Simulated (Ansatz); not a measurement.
Process, species as SMILES: C=C(F)F + 4 [H][H] (H2) → 2 C (CH4) + 2 F (HF)
Structures are relaxed separately at B3LYP-D3(BJ)/def2-TZVP in Ansatz (a quantum-chemistry and plane-wave program).
Geometry of the first species:
```xyz
6

C      1.3666    -0.1842    -0.0960
C      0.0659    -0.0089    -0.0046
F     -0.8303    -0.9779     0.0790
F     -0.5461     1.1633     0.0177
H      2.0191     0.6710    -0.1597
H      1.7731    -1.1820    -0.1067
```

Wanted: energy of full hydrogenation (electronic energy difference), in kcal/mol. Valence correlation only, unless marked. No spin-orbit coupling. No relativistic terms. CBS marks a two-point X^-3 extrapolation of the correlation energy; Hartree-Fock from the larger set. [CCSD(T)-MP2]/basis is that difference in the basis named.

```json
[
 {"level": "SVWN5/def2-TZVPD", "program": "Ansatz", "energy of full hydrogenation (kcal/mol)": "-95.9", "minus last row": "3.9"},
 {"level": "PBE0-D3(BJ)/def2-TZVPD", "program": "Ansatz + dftd3", "energy of full hydrogenation (kcal/mol)": "-99.4", "minus last row": "0.4"},
 {"level": "B2GP-PLYP/def2-TZVPD", "program": "Ansatz", "energy of full hydrogenation (kcal/mol)": "-97.5", "minus last row": "2.3"},
 {"level": "SCS-MP2/cc-pVDZ", "program": "Ansatz", "energy of full hydrogenation (kcal/mol)": "-93.5", "minus last row": "6.3"},
 {"level": "CCSD/6-31G", "program": "Ansatz", "energy of full hydrogenation (kcal/mol)": "-86.3", "minus last row": "13.5"},
 {"level": "CCSD(T)/6-31G*", "program": "Ansatz", "energy of full hydrogenation (kcal/mol)": "-72.9", "minus last row": "26.9"},
 {"level": "RI-MP2/CBS(aug-cc-pVTZ,aug-cc-pVQZ)+[CCSD(T)-MP2]/aug-cc-pVTZ", "program": "Ansatz", "energy of full hydrogenation (kcal/mol)": "-99.8", "minus last row": "0.0"}
]
```
